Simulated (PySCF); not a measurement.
H₂SnO (singlet). All numbers come from PBE0/[Sn def2-TZVP with ECP28, O def2-TZVP, H def2-TZVP], scalar-relativistic core potentials, density fitting, no spin–orbit coupling, PySCF.

Harmonic bands of its minimum:

| ω (cm⁻¹) | IR (km/mol) |
| --- | --- |
| 427 | 64.8 |
| 477 | 34.0 |
| 691 | 92.5 |
| 855 | 39.5 |
| 1901 | 214 |
| 1907 | 54.1 |

Question: The central atom is Sn. Infer the point group and assign the bands.

Answer: C2v. The modes span 2b2 + b1 + 3a1: 427 b2, 477 b1, 691 a1, 855 a1, 1901 b2, 1907 a1. The computed geometry has Sn–H 1.713 Å (×2), Sn–O 1.820 Å; H–Sn–H 111.8°, H–Sn–O 124.1° (×2).

This need not be the most stable arrangement of these atoms.
